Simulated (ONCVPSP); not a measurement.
**Before and after: ONCV potential for silicon**

ONCVPSP 4.0.1 input, shortened (lines: element, Z, core and valence counts, functional; n l f; lmax; l rc ep ncon nbas qcut; lloc lpopt rc5 dvloc0; l nproj debl; icmod fcfact rcfact), LDA (Perdew-Zunger), fully relativistic:

```
  Si 14.00    3    1        3      upf
    1    0    2.00
    2    0    2.00
    2    1    6.00
    3    0    2.00
    2
    0    1.45    0.00    4    8    5.70
    1    1.25    0.30    4    8    5.20
    2    1.50    0.14    4    8    5.60
    4    3    0.80   -1.00
    0    2    0.40
    1    2    2.10
    2    3    3.80
    3    3.00    1.60
```

Open shells are filled in proportion to 2j + 1.

In the s channel the program set the typed energies aside and used -1.053, 0.250 Ha.

Change: p: rc 1.32. In the s channel the program set the typed energies aside and used -1.053, 0.250 Ha. In the p channel the program set the typed energies aside and used 0.050, 2.150 Ha (j = l + 1/2; the other j can differ).

Cutoffs: the cutoffs (Ha) at which the residual kinetic energy of the hardest occupied pseudo-wave falls to 1 and 0.1 mHa per electron; they do not see the model core or the augmentation charge, which bear on the density cutoff. Errors are all-electron minus pseudo energies relative to the spin-unpolarised reference configuration.

Task: Predict the effect on cutoff, ghosts and configuration errors.

Result: The potential gets neither clearly harder nor softer (8.3 Ha and 44 Ha → 8.3 Ha and 44 Ha); both files keep a bound ghost (p, s); of the 4 tests that both files solve, the error grows in 0 and shrinks in 3 by more than 15 % and 0.3 meV (median size 36.7 → 26.2 meV). That the errors move this way runs against the usual rule that smaller radii transfer better.

| quantity | base | changed |
| --- | --- | --- |
| cutoff, loose | 8.3 Ha | 8.3 Ha |
| cutoff, tight | 44 Ha | 44 Ha |
| bound ghosts | s, p3/2, p1/2 | s, p1/2 |
| GHOST(+) flags under 300 eV | none | none |
| error for 3s2 3p2, meV [ΔE -23.94 eV] | +45 | +25 |
| error for 3s2 3p1, meV [ΔE -16.11 eV] | +29 | +16 |
| error for 3s1, meV [ΔE 34.14 eV] | -27 | -27 |
| error for 3s1 3p2, meV [ΔE -8.70 eV] | +69 | +42 |
| s: phases at 1.47 bohr within 0.05 rad from the reference energy up to (Ha; the scan ends near 5) | to the end of the scan | to the end of the scan |
| d5/2: phases at 1.52 bohr within 0.05 rad from the reference energy up to (Ha; the scan ends near 5) | to the end of the scan | to the end of the scan |
| d3/2: phases at 1.52 bohr within 0.05 rad from the reference energy up to (Ha; the scan ends near 5) | to the end of the scan | to the end of the scan |
| rms error of d²Exc/dni dnj with the model core, mHa | 1.32 | 1.32 |

Base: The cutoffs count occupied waves only; projector 1 of the p channel, the hardest unoccupied one, needs 120 Ha at the loose tolerance. Changed file: The cutoffs count occupied waves only; projector 1 of the p channel, the hardest unoccupied one, needs 96 Ha at the loose tolerance. A true bound ghost makes a file unfit for plane-wave use even where its test errors are small: the radial tests pick states by their node count and pass the ghost by.
